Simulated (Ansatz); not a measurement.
Total energies of B₄N₃ from Ansatz at PBE-D4/def2-TZVP, gas phase (1 Eh = 27.2114 eV = 2625.5 kJ/mol). The reference geometry is relaxed at PBE-D4/def2-SVP.

| atom | x (Å) | y (Å) | z (Å) |
| --- | --- | --- | --- |
| B1 | -0.4054 | 0.7078 | 0.8886 |
| B2 | 0.6799 | -0.8035 | 0.9324 |
| B3 | -0.4100 | 0.4060 | -1.0598 |
| B4 | 0.6759 | -1.0480 | -0.6479 |
| N5 | -0.9627 | 1.3155 | -0.2019 |
| N6 | 0.2068 | -0.5795 | -1.8292 |
| N7 | 0.2154 | 0.0017 | 1.9178 |

| state | geometry | energy (Eh) |
| --- | --- | --- |
| charge 0 doublet | reference | -263.44251 |
| charge 1 singlet | reference | -263.15104 |
| free B atom (doublet) | – | -24.61008 |
| free N atom (quartet) | – | -54.53214 |

Question: Work out the vertical ionisation energy to the singlet.

Answer: E(charge 1 singlet) − E(charge 0 doublet) = -263.15104 − (-263.44251) = 0.29147 Eh = 7.93 eV. For comparison, −ε of the highest occupied level of the spin that leaves is 4.98 eV at this level, 2.95 eV less.

Question: What is the binding energy per atom against free atoms?

Answer: Atoms: 4 × (-24.61008) + 3 × (-54.53214) = -262.03674 Eh. Binding: -262.03674 − (-263.44251) = 1.40577 Eh = 38.25 eV, or 5.46 eV for each of 7 atoms (no zero-point energy, no counterpoise term).

The structure comes from a short search, and lower isomers may exist.
